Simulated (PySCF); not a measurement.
Species: CH3BF4Ge.
Bonds: F1–B2, B2–F3, B2–Ge4, Ge4–C5, C5–F6, C5–F7. Hydrogens: H8, H9 on Ge4; H10 on C5.

Method used: PBE0-D3(BJ)/def2-SVP geometry optimisation, gas phase in PySCF.

(1) Give the optimised bond lengths and angles.

## Answers

(1) 
| bond | length (bohr) |
| --- | --- |
| F1–B2, B2–F3 | 2.488 |
| B2–Ge4 | 3.914 |
| Ge4–C5 | 3.767 |
| C5–F6, C5–F7 | 2.562 |
| Ge4–H8, Ge4–H9 | 2.902 |
| C5–H10 | 2.089 |

Bonds in one row agree within 0.02 bohr and their mean is given. A selection of angles:
| angle | degrees |
| --- | --- |
| F1–B2–F3 | 117.3 |
| F1–B2–Ge4 | 122.9 |
| F3–B2–Ge4 | 119.8 |
| B2–Ge4–C5 | 105.6 |
| B2–Ge4–H8 | 111.4 |
| B2–Ge4–H9 | 113.2 |
| C5–Ge4–H8 | 107.8 |
| H8–Ge4–H9 | 110.4 |
| Ge4–C5–F6 | 110.9 |
| Ge4–C5–F7 | 108.5 |
| Ge4–C5–H10 | 113.2 |
| F6–C5–F7 | 108.2 |
| F6–C5–H10 | 108.2 |

Dihedral angles: F1–B2–Ge4–C5 119° (anticlinal); B2–Ge4–C5–F6 -168° (antiperiplanar). The mirror-image conformer, all signs reversed, is as good.

B2 (three-coordinate boron) is planar (angles 122.9°, 119.8° and 117.3°, sum 360.0°, 0.01 Å off the plane of its three neighbours). Ge4 (germanium bonded to B, C and 2 H) is distorted tetrahedral (angles from 105.6° to 113.2°).

Point group: C1 (no symmetry element, even within 0.4 Å). Stationary, but not proved a minimum. One conformer, not necessarily the lowest.
